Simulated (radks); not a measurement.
Question: Spherical quantum dot in the effective-mass picture: electrons in a parabolic well V = omega^2 r^2 / 2 with omega = 0.127, with a point charge +1 (a donor) at the centre, all in effective atomic units (hartree* = m*/eps^2 hartree, bohr* = eps/m* bohr), one dielectric constant everywhere. Method: non-relativistic Kohn-Sham, PBE, spin-polarised, spherical densities; computed with a radial shooting solver with Libxc functionals. Levels are named by radial order and angular momentum (1s, 1p, 1d, 2s, ...), and open shells are averaged over m. Results are scaled to m* = 0.083 and eps = 14.5, for which hartree* = 10.74 meV and bohr* = 9.245 nm. At N = 31 the configuration is 1s2 1p6 1d10 2s2 1f(up 7, down 4). Does electron 32 go into 2p down or 1f down or 2p up?

Answer: Into 1f down. The total energies of the other choices lie higher by 0.170 meV (2p up), 0.189 meV (2p down).
